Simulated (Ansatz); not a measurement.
F₄HNbO (`[OH][Nb]([F])([F])([F])[F]`) at its PBE0-D4/def2-TZVP geometry, where that method's forces vanish. Charge 0, multiplicity 1. Nb: def2 effective core potential.

```xyz
7

O     0.5492   -1.0847   -0.8513
Nb   -0.1417    0.2760    0.2077
F     1.4396    1.2198    0.1298
F    -1.4797    0.6379   -1.0059
F    -0.8270    1.6404    1.2920
F    -0.4582   -0.8928    1.5977
H     0.9178   -1.7965   -1.3700
```

(1) What forces (eV/Å) does PBE-D4/def2-TZVPP give on these atoms in the Gaussian-basis code of Ansatz? (Estimate.)

Answers

(1) The calculation gave: 
```
O1   0.109 -0.227 -0.193
Nb2 -0.043  0.091  0.073
F3   0.580  0.339 -0.030
F4  -0.489  0.128 -0.450
F5  -0.229  0.452  0.357
F6  -0.111 -0.430  0.504
H7   0.183 -0.353 -0.260
```
